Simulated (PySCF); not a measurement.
InCl2I, SMILES [In]([Cl])([I])[Cl]. Coordinates come from a B3LYP-D3(BJ)/def2-SVP optimisation. The def2 effective core potentials stand for the cores of I, In; spin–orbit coupling is left out.

Computed equilibrium geometry at B3LYP-D3(BJ)/def2-SVP (PySCF confirms it by a frequency run) as Cartesian coordinates in Å, and its point group:
point group C2v.
```xyz
4

In     0.0000     0.0000    -0.7313
Cl     0.0000    -1.9998    -1.9567
Cl     0.0000     1.9998    -1.9567
I      0.0000     0.0000     1.9314
```
Charge 0, spin multiplicity 1.
